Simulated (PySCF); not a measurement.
## Calculated data, FH$_{2}$NOSi, AlBH$_{4}$N, CH$_{3}$ClSi, B$_{2}$FH$_{5}$Si

Calculation on a computer-drawn molecule: optimised geometry and harmonic frequencies of an isolated molecule of the commonest isotopes, restricted reference for singlets and unrestricted otherwise, frozen core in MP2. Program: PySCF 2.14.0.

Common to all runs: charge 0; basis cc-pV(D+d)Z.

(1) FH$_{2}$NOSi

Start structure:
```xyz
6
FH2NOSi
N     -0.0042     1.4041     2.0219
Si     0.9516     2.2767     3.0517
O      0.7518     3.6501     3.5853
F      2.1837     1.3326     3.3834
H      0.2125     0.4766     1.7154
H     -0.8593     1.7695     1.6522
```

Here we set multiplicity 1 and method MP2.

It finds rotational constants 8.128, 6.87, 3.723 GHz; total energy -519.5953 hartree; convergence status largest gradient component 4.844e-06 hartree/bohr.

Drawn bonds:
```tsv
atom	other atom	order
1	2	1
2	3	2
2	4	1
1	5	1
1	6	1
```

Optimised structure:
```xyz
6
FH2NOSi
N     -0.0102     1.3982     2.0155
Si     0.9560     2.2845     3.0583
O      0.7496     3.6945     3.6049
F      2.2003     1.3081     3.3825
H      0.2174     0.4586     1.7091
H     -0.8770     1.7657     1.6395
```

Modes:
```tsv
frequency (cm⁻¹)	reduced mass (dalton)
285.9	3.385
289.2	1.33
340	13.34
368.2	7.338
472.9	1.036
781.6	3.069
822.4	2.048
973.1	7.262
1287	14.83
1546	1.145
3638	1.049
3760	1.099
```

(2) AlBH$_{4}$N

Start structure:
```xyz
7
AlBH4N
B     -0.2686    -0.7319    -0.5587
N     -0.1439    -0.9209     0.8315
Al    -0.4923     0.2962     2.1274
H     -0.6428     0.3353    -0.9775
H     -0.0077    -1.6181    -1.3317
H      0.1731    -1.8360     1.1042
H     -0.2561    -0.2139     3.6181
```

It was run with multiplicity 2 and method MP2.

It finds rotational constants 47.22, 5.636, 5.035 GHz; total energy -323.7168 hartree; spin squared 0.7544; convergence status largest gradient component 8.459e-06 hartree/bohr.

Drawn bonds:
```tsv
atom	other atom	order
1	2	1
2	3	1
1	4	1
1	5	1
2	6	1
3	7	1
```

Optimised structure:
```xyz
7
AlBH4N
B     -0.2688    -0.7321    -0.5634
N     -0.1346    -0.9489     0.8337
Al    -0.4959     0.3063     2.1203
H     -0.6475     0.3536    -0.9443
H     -0.0113    -1.6101    -1.3550
H      0.1882    -1.8819     1.1000
H     -0.2685    -0.1763     3.6219
```

Modes:
```tsv
frequency (cm⁻¹)	reduced mass (dalton)
182	1.337
214.7	2.814
347.3	1.161
581.5	1.27
683.7	3.143
848.1	1.097
934.6	1.24
1039	1.35
1168	1.482
1243	1.293
1373	2.634
1895	1.044
2596	1.054
2675	1.13
3574	1.075
```

(3) CH$_{3}$ClSi

Start structure:
```xyz
6
CH3ClSi
C     -0.3283     0.9664     3.3949
Si     1.0664     1.8996     3.4672
Cl     1.0879     3.8831     3.9671
H     -1.3177     1.3505     3.6083
H     -0.2633    -0.0811     3.1219
H      2.4255     1.4360     3.1904
```

It was run with multiplicity 1 and method MP2.

The calculation gives: rotational constants 28.52, 3.847, 3.39 GHz; total energy -788.4159 hartree; convergence status largest gradient component 1.985e-05 hartree/bohr.

Drawn bonds:
```tsv
atom	other atom	order
1	2	2
2	3	1
1	4	1
1	5	1
2	6	1
```

Optimised structure:
```xyz
6
CH3ClSi
C     -0.3387     0.9620     3.3949
Si     1.0739     1.9119     3.4696
Cl     1.0947     3.8951     3.9693
H     -1.3381     1.3516     3.6110
H     -0.2540    -0.0951     3.1173
H      2.4327     1.4289     3.1877
```

Modes:
```tsv
frequency (cm⁻¹)	reduced mass (dalton)
215.3	3.092
337.4	1.497
549.7	6.937
598.5	1.065
658.1	1.351
725.6	1.117
879.3	1.181
1006	3.987
1369	1.23
2356	1.044
3193	1.055
3308	1.115
```

(4) B$_{2}$FH$_{5}$Si

Start structure:
```xyz
9
B2FH5Si
B      0.8655    -1.0389    -0.3525
B      0.6201     0.1972    -1.3455
Si    -0.3163    -0.1027    -3.0545
F     -0.7782    -1.5456    -3.2345
H      1.8190    -1.7781    -0.4846
H      0.0869    -1.2810     0.4822
H      1.0173     1.3394    -1.1427
H      0.4738     0.1036    -4.2980
H     -1.6501     0.6016    -3.1664
```

Settings of this run: multiplicity 1 and method HF.

Results for B$_{2}$FH$_{5}$Si: rotational constants 9.893, 3.466, 2.706 GHz; total energy -440.6619 hartree; convergence status largest gradient component 1.189e-05 hartree/bohr.

Drawn bonds:
```tsv
atom	other atom	order
1	2	1
2	3	1
3	4	1
1	5	1
1	6	1
2	7	1
3	8	1
3	9	1
```

Optimised structure:
```xyz
9
B2FH5Si
B      0.8983    -1.0618    -0.2965
B      0.6121     0.1638    -1.3954
Si    -0.3847    -0.1068    -3.1408
F     -0.8494    -1.6564    -3.3107
H      1.8881    -1.7417    -0.3610
H      0.1161    -1.3089     0.5829
H      1.0002     1.2836    -1.1808
H      0.4713     0.2102    -4.3041
H     -1.6139     0.7136    -3.1900
```

Modes:
```tsv
frequency (cm⁻¹)	reduced mass (dalton)
90.35	1.862
97.98	4.326
310.2	1.074
313.9	4.703
460.8	1.176
525.9	1.159
573.2	4.254
757.7	1.185
805.9	1.109
863.1	5.541
886.7	1.624
953.6	1.974
1002	1.453
1017	1.108
1090	1.647
1264	1.285
2321	1.052
2324	1.029
2658	1.058
2683	1.09
2727	1.12
```
